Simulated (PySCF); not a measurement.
3-silylpropanenitrile (C3H7NSi), SMILES C(CC#N)[SiH3]. Atoms are numbered in the order given.

```xyz
12

N      2.2323     1.0884     0.7041
C      1.5133     0.1755     0.7381
C      0.5941    -0.9665     0.7535
C     -0.3392    -1.0143    -0.4765
Si    -1.5171     0.4656    -0.6802
H      1.2015    -1.8851     0.8153
H      0.0065    -0.9151     1.6856
H     -0.9519    -1.9291    -0.4046
H      0.2638    -1.1156    -1.3948
H     -2.3180     0.6332     0.5654
H     -2.4365     0.1884    -1.8172
H     -0.7623     1.7176    -0.9463
```

Coordinates come from a TPSSh-D3(BJ)/def2-SVP optimisation. The values are those of a single conformer.

Level of theory: PBE0/pcSseg-1 (PySCF).

GIAO shieldings, no solvent; atoms listed in one row are averaged. δ = σ(ref) − σ: ¹⁵N against NH3 (σ = 267.4 ppm); ¹³C against TMS (σ = 186.3 ppm); ²⁹Si against TMS (σ = 352.7 ppm); ¹H against TMS (σ = 31.56 ppm), references at their B3LYP-D3(BJ)/def2-TZVP geometries, non-relativistic.

Task: Estimate the chemical shifts. (The exact figures need the calculation; the answer reports its results.)

Result: 
```json
[
 {"nucleus": "¹⁵N", "atoms": "N1", "count": "1", "δ (ppm)": "312.2"},
 {"nucleus": "¹³C", "atoms": "C2", "count": "1", "δ (ppm)": "126.9"},
 {"nucleus": "¹³C", "atoms": "C3", "count": "1", "δ (ppm)": "18.6"},
 {"nucleus": "¹³C", "atoms": "C4", "count": "1", "δ (ppm)": "8.8"},
 {"nucleus": "²⁹Si", "atoms": "Si5", "count": "1", "δ (ppm)": "-65.3"},
 {"nucleus": "¹H", "atoms": "H10, H11, H12", "count": "3", "δ (ppm)": "4.22"},
 {"nucleus": "¹H", "atoms": "H6", "count": "1", "δ (ppm)": "2.84"},
 {"nucleus": "¹H", "atoms": "H7", "count": "1", "δ (ppm)": "2.35"},
 {"nucleus": "¹H", "atoms": "H9", "count": "1", "δ (ppm)": "1.32"},
 {"nucleus": "¹H", "atoms": "H8", "count": "1", "δ (ppm)": "1.08"}
]
```
